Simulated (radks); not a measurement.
Results of a calculation; reference values are marked as such.
Question: These are the eigenvalues of the occupied orbitals of an atom or ion with whole-number occupations (eV). Level of theory: non-relativistic Kohn-Sham, TPSS, spin-polarised, spherical densities, point nucleus; meta-GGA in the generalised Kohn-Sham scheme (a radial shooting solver on a logarithmic mesh with Libxc functionals).

1s down: -8177.667
1s up: -8177.662
2s up: -1006.822
2s down: -1005.141
2p up: -882.4612
2p down: -881.1142
3s up: -150.2457
3s down: -146.4262
3p up: -112.0731
3p down: -108.2830
3d up: -48.7302
3d down: -45.1333

Which element is it, and in what charge state? The configuration may be excited. Open shells, if any, are filled with parallel spins first.

Answer: Z = 28, nickel, charge +3: Ni3+ in [Ar] 3d7. The list shows which subshells hold electrons but not how many an open one holds; the 1s level, -300.52 hartree, gives Z - s = 24.5 by -(Z - s)^2/2, which with screening narrows Z to a few neighbours, and the depths of the outer levels then fix element, charge and occupations together.
